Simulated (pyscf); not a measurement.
Optimised with ωB97X-D3(BJ)/def2-SVP in PySCF. Correlated levels are frozen-core, on RHF or UHF. ΔMP2 is the change of the MP2 total energy from the triple- to the quadruple-zeta basis.

Q: For the elementary gas-phase step F–GaH–O–SiH₃ (SMILES [F][GaH][O][SiH3]) → F–Ga (SMILES [F][Ga]) [singlet] + HO–SiH₃ (SMILES O[SiH3]) (singlet surface; Ga–O, Ga–H broken, H–O formed), what barrier and reaction energy does CCSD(T)/def2-TZVPP + ΔMP2(QZVPP) give, measured from the reactant's lowest minimum found?

A: ΔE‡ = 238.7 kJ/mol, ΔE = +62.8 kJ/mol. Zero-point energy shifts the barrier by -8.4 kJ/mol. It is a 1,1-elimination, with an imaginary mode of 1493i cm⁻¹. On the product side the descent ends in a complex (not fully relaxed), 32.0 kJ/mol under the separated species and 205.9 kJ/mol under the saddle at ωB97X-D3(BJ)/def2-TZVP. At ωB97X-D3(BJ)/def2-TZVP the barrier from the zero used here is 250.4 kJ/mol. This is the saddle that the search found; another between the same sides may lie lower. The CCSD(T) − MP2 part came from Ansatz, without density fitting, on the same reference. The frozen core leaves the outer d or s,p core shells of the metals and heavy elements correlated in the MP2 and CC values, and def2-TZVPP describes them poorly, which can shift differences by a few kcal/mol. Elements up to Kr have no core potential and no relativistic terms here.
